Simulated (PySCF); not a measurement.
Ge$_{2}$H$_{4}$N$_{2}$ (calculated)

Calculation on a computer-drawn molecule: the log of a Hartree-Fock and frozen-core CCSD(T) single point meant for a local Hartree-Fock minimum, with one planted fault or none, to be diagnosed. Offsets are logged minus clean, where the clean run is the same molecule without the fault. The reference is restricted for singlets and unrestricted otherwise, and also for a bond in bohr or an excited solution. Adding or removing an electron swaps singlet and doublet. The excited solution moves the top pair (singlet) or top alpha electron (doublet) to the lowest empty orbital. Highest occupied and lowest empty are orbital energies over both spins, largest force is the largest gradient component, triples share is (T) over the correlation energy, the T1 limit is 0.02 restricted and 0.045 unrestricted, electrons count all cores, a negative frequency is imaginary (commonest isotopes), and the dipole is about the centre of nuclear charge; on germanium a core potential holds 10 electrons, which the energies leave out, and 3d is frozen in MP2 and coupled-cluster steps. Program: PySCF 2.14.0.

```xyz
8
formula=Ge2H4N2 meant_charge=0 meant_multiplicity=1 meant_basis=cc-pVDZ meant_basis_and_core_potential_on_germanium=cc-pVDZ-PP_ECP10MDF logged_electrons=82 logged_basis_functions=94 logged_SCF_converged=yes logged_spin_squared=0 logged_highest_occupied=-4.0157 logged_lowest_empty=-1.5811 logged_largest_force=0.038308 logged_CC_converged=no logged_dipole_magnitude=6.3483 logged_SCF_stable_within_its_kind=no logged_energy_HF=-697.67285 possible_faults=no_fault,one_electron_removed,one_electron_added,multiplicity_raised_by_two,geometry_at_a_saddle_point,SCF_held_on_an_excited_solution,minimal_basis_STO-3G,one_bond_length_entered_in_bohr,all_coordinates_scaled
N      1.3235     0.3687    -0.2321
Ge     0.4134    -0.5417    -1.4707
N     -1.1317    -0.1799    -1.9547
Ge    -2.9221    -0.2377    -2.0471
H      0.9545     1.2303     0.1229
H      2.3242     0.3335    -0.1996
H      1.3125    -1.6289    -2.0326
H     -3.0904     0.7681    -3.2864
```

Units: logged_highest_occupied, logged_lowest_empty in eV; logged_largest_force in hartree/bohr; logged_dipole_magnitude in debye; logged_energy_HF in hartree.

Drawn bonds:
```
atom  other atom  order
   1           2      1
   2           3      2
   3           4      1
   1           5      1
   1           6      1
   2           7      1
   4           8      1
```

Notes: CCSD not converged.

Question: Which fault was planted in the run of Ge$_{2}$H$_{4}$N$_{2}$?
Answer: SCF held on an excited solution

Further results for Ge$_{2}$H$_{4}$N$_{2}$:

- HF energy offset from clean run: 162.7 kcal/mol
